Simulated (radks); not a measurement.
Q: The germanium ion Ge3+, 29 electrons, occupied as [Ar] 3d10 4p1 (not the ground configuration). Calculated with a radial shooting solver on a logarithmic mesh with Libxc functionals: Dirac Kohn-Sham, LDA (Slater exchange, Perdew-Wang correlation), spin-unpolarised, spherical densities, finite nucleus; open shells fill j = l - 1/2 first; Fermi nuclear charge, rms radius 4.0742 fm. Some entries of the table are withheld. Estimate them.

orbital  occ.  eigenvalue (eV)  <r> (bohr)  <r^2> (bohr^2)
1s1/2       2        -10974.00     0.04706        0.002981
2s1/2       2        -1404.505      0.2101         0.05215
2p1/2       2        -1254.643      0.1814         0.04041
2p3/2       4        -1222.828      0.1850         0.04191
3s1/2       2        -203.3261      0.6250             (1)
3p1/2       2        -153.8628      0.6397          0.4819
3p3/2       4        -149.5682      0.6504          0.4980
3d3/2       4         -65.2553      0.7205          0.6580
3d5/2       6         -64.6595      0.7253          0.6667
4s1/2       0         -41.7502         (2)           3.799
4p1/2       1         -31.4810       2.103             (3)
4p3/2       0         -31.0769       2.128             (4)
4d3/2       0         -17.4893       2.998             (5)
4d5/2       0         -17.4477       3.006             (6)
5p1/2       0              (7)         (8)           23.14
5p3/2       0              (9)        (10)           23.54
4f5/2       0          -9.3150       4.651           24.41
4f7/2       0          -9.3147       4.652           24.42

A: 
(1) 3s1/2 <r^2> (bohr^2): 0.4509
(2) 4s1/2 <r> (bohr): 1.832
(3) 4p1/2 <r^2> (bohr^2): 5.027
(4) 4p3/2 <r^2> (bohr^2): 5.146
(5) 4d3/2 <r^2> (bohr^2): 10.26
(6) 4d5/2 <r^2> (bohr^2): 10.32
(7) 5p1/2 eigenvalue (eV): -13.3826
(8) 5p1/2 <r> (bohr): 4.532
(9) 5p3/2 eigenvalue (eV): -13.2602
(10) 5p3/2 <r> (bohr): 4.571
